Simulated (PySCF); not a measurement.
## Atomic charges by several schemes

Compound: CH12OSSi5.
Structure used (GFN2-xTB), in Å, numbered top down from 1:
```xyz
20
CH12OSSi5 angstrom
C      2.2763    2.5897    0.1624
S      0.5204    2.1276    0.2458
Si     0.6962    0.2986    1.4153
Si     1.8275   -1.3799    0.1674
Si    -0.1755   -2.6369    0.1131
Si    -1.2773   -0.9882    1.3843
O     -2.5143   -0.3086    0.5722
Si    -3.1656    0.5086   -0.6672
H      2.6636    2.7347    1.1667
H      2.8345    1.8106   -0.3492
H      2.3325    3.5191   -0.3949
H      1.2913    0.8109    2.6628
H      2.4145   -0.9661   -1.1180
H      2.9845   -1.9881    0.8429
H     -0.6861   -2.9716   -1.2252
H     -0.0708   -3.9604    0.7498
H     -1.9416   -1.2872    2.6585
H     -3.0813   -0.3744   -1.8316
H     -2.3908    1.7285   -0.8535
H     -4.5432    0.7437   -0.2473
```

Density: PBE0/pcSseg-1 (PySCF); schemes: Mulliken, IAO, Hirshfeld and ESP-fitted. Geometry: GFN2-xTB, one conformer, isolated molecule.

**Question.** What partial charge does each atom carry?

**Answer.** In e:

```tsv
atom	environment	Mulliken	IAO	Hirshfeld	ESP-fitted
C1	S-methyl carbon	-0.388	-0.496	-0.117	-0.453
S2	sulfur bonded to C and Si	-0.274	-0.161	-0.092	-0.207
Si3	SiH silicon	-0.019	+0.198	+0.139	+0.033
Si4	SiH2 silicon	+0.073	+0.127	+0.129	+0.110
Si5	SiH2 silicon	-0.029	+0.111	+0.138	-0.002
Si6	oxygen-bound silicon	+0.601	+0.650	+0.267	+0.422
O7	siloxane oxygen	-0.730	-0.875	-0.304	-0.414
Si8	oxygen-bound silicon	+0.722	+0.883	+0.386	+0.606
H9	methyl hydrogen	+0.156	+0.155	+0.044	+0.168
H10	methyl hydrogen	+0.160	+0.154	+0.041	+0.157
H11	methyl hydrogen	+0.163	+0.172	+0.054	+0.216
H12	Si–H hydrogen	+0.008	-0.086	-0.078	-0.014
H13	Si–H hydrogen	-0.013	-0.074	-0.070	-0.038
H14	Si–H hydrogen	-0.019	-0.080	-0.078	-0.057
H15	Si–H hydrogen	-0.005	-0.068	-0.066	-0.015
H16	Si–H hydrogen	-0.015	-0.076	-0.075	-0.040
H17	Si–H hydrogen	-0.046	-0.105	-0.074	-0.091
H18	Si–H hydrogen	-0.126	-0.151	-0.083	-0.135
H19	Si–H hydrogen	-0.099	-0.138	-0.083	-0.125
H20	Si–H hydrogen	-0.120	-0.140	-0.078	-0.119
```

Mean size of the charges over all atoms: IAO 0.245 e, Mulliken 0.188 e, ESP-fitted 0.171 e, Hirshfeld 0.120 e. Each set sums to the total charge, 0, to within 0.001 e. The IAO scheme projects the occupied orbitals on a minimal set of polarised atomic orbitals and counts the electrons in each atom's part of it. The ESP scheme is a least-squares fit of atom-centred charges to the potential on four shells outside the van der Waals surface, with the total charge fixed.

Lowest charge. The schemes don't all agree: Mulliken O7 (-0.730); IAO O7 (-0.875); Hirshfeld O7 (-0.304); ESP-fitted C1 (-0.453).

Highest charge. All schemes agree: Mulliken Si8 (+0.722); IAO Si8 (+0.883); Hirshfeld Si8 (+0.386); ESP-fitted Si8 (+0.606).

**Question.** Sum the charges by element, for elements with more than one atom.

**Answer.** 
```
element  atoms  Mulliken     IAO  Hirshfeld  ESP-fitted
     Si      5    +1.348  +1.970     +1.059      +1.168
      H     12    +0.044  -0.438     -0.546      -0.094
```

**Question.** How many electrons does the ESP-fitted scheme count on Si3?

**Answer.** Z − q = 14 − (+0.033) = 13.967.

**Question.** How closely do the schemes follow one another over all atoms?

**Answer.** Correlation coefficient and root-mean-square difference: Mulliken with IAO 0.97, 0.093 e; Mulliken with ESP-fitted 0.96, 0.092 e; IAO with ESP-fitted 0.96, 0.141 e; IAO with Hirshfeld 0.95, 0.215 e; Hirshfeld with ESP-fitted 0.89, 0.125 e; Mulliken with Hirshfeld 0.89, 0.178 e.
